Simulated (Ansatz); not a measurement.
C2H6Si, SMILES `C=C[SiH3]` (charge 0, multiplicity 1).

Cartesian coordinates (Å):
SMILES: C=C[SiH3]
```xyz
9

C     -1.5355     0.2113     0.0038
C     -0.4507    -0.5439     0.1656
Si     1.2876     0.0817    -0.0735
H     -2.5380    -0.1774     0.1496
H     -1.4681     1.2555    -0.2832
H     -0.5918    -1.5836     0.4538
H      1.9823    -0.6915    -1.1321
H      1.2402     1.5116    -0.4603
H      2.0739    -0.0638     1.1763
```
Charge 0, spin multiplicity 1.

Frozen-core energies in 6-31g from Ansatz (a program for electronic structure) at a geometry from B3LYP-D3(BJ)/def2-TZVP; the HF reference has <S^2> = 0.00 (restricted, and unstable towards unrestricted orbitals) and the T1 diagnostic is 0.010.

```
level     energy (Ha)  difference from CCSDT(Q) (mHa)
--------  -----------  ------------------------------
HF         -368.03424                          282.58
MP2        -368.26778                           49.04
CCSD       -368.30862                            8.20
CCSD(T)    -368.31571                            1.10
CCSDT      -368.31632                            0.49
CCSDT(Q)   -368.31681                            0.00
```
